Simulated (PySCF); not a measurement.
# Orbital picture of CaO

PBE at R = 1.804 Å; Ca def2-SVP, O def2-SVP; no relativity (PySCF 2.14). State: ¹Σ⁺ (singlet), closed shell. Only the outer orbitals are listed, counted within each symmetry.

```
orbital  occ.  ε (eV)  on Ca (%)   main shells (%)
     5σ     2  -42.78         99           99 Ca s
     6σ     2  -24.81         90    90 Ca p, 8 O s
     2π     2  -24.48        100          100 Ca p
     2π     2  -24.48        100          100 Ca p
     7σ     2  -16.58         15   85 O s, 10 Ca p
     3π     2   -3.74         22   78 O p, 18 Ca d
     3π     2   -3.74         22   78 O p, 18 Ca d
     8σ     2   -3.42         26   73 O p, 14 Ca d
     9σ     0   -2.22         96  81 Ca s, 11 Ca p
     4π     0    0.20         99  70 Ca p, 30 Ca d
     4π     0    0.20         99  70 Ca p, 30 Ca d
```

Q: Which are the highest filled and the lowest empty level, where do they sit, and how wide is the gap?

A: Highest filled 8σ at -3.42 eV (in %: 73 O p, 14 Ca d); lowest empty 9σ at -2.22 eV (in %: 81 Ca s, 11 Ca p); the gap at PBE is 1.20 eV.

The bond order (Mayer) is 2.27 and the ⟨S²⟩ is 0.000. The charge on Ca (Mulliken, basis-dependent) is 0.53, the charge on Ca (Löwdin, basis-dependent) is 0.45 and the dipole moment (positive dipole means Ca(−)O(+)) is -7.26 D. The polarisability along the bond is 69.3 bohr³ and the polarisability across the bond is 26.7 bohr³.
